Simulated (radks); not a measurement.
Problem. These are the eigenvalues of the occupied orbitals of an atom or ion with whole-number occupations (Ry). Calculated with a radial shooting solver on a logarithmic mesh with Libxc functionals: scalar-relativistic Kohn-Sham, PBE, spin-polarised, spherical densities, point nucleus.

1s up: -3558.686
1s down: -3558.682
2s up: -587.4306
2s down: -587.4263
2p up: -523.7137
2p down: -523.7094
3s up: -132.3697
3s down: -132.2425
3p up: -112.5463
3p down: -112.4195
3d up: -86.03392
3d down: -85.93590
4s up: -29.31253
4s down: -29.01711
4p up: -22.74543
4p down: -22.45267
4d up: -13.58929
4d down: -13.29990
5s up: -5.94468
5s down: -5.79202
5p up: -4.17154
5p down: -4.04972
4f up: -3.60838
6s up: -1.59081
6p up: -1.17789

Which element is it, and in what charge state? The configuration may be excited. Open shells, if any, are filled with parallel spins first.

Solution. Z = 63, europium, charge +2: Eu2+ in [Xe] 4f4 6s1 6p2. The list shows which subshells hold electrons but not how many an open one holds; the 1s level, -1779.3 hartree, gives Z - s = 59.7 by -(Z - s)^2/2, which with screening and relativity narrows Z to a few neighbours, and the depths of the outer levels then fix element, charge and occupations together.
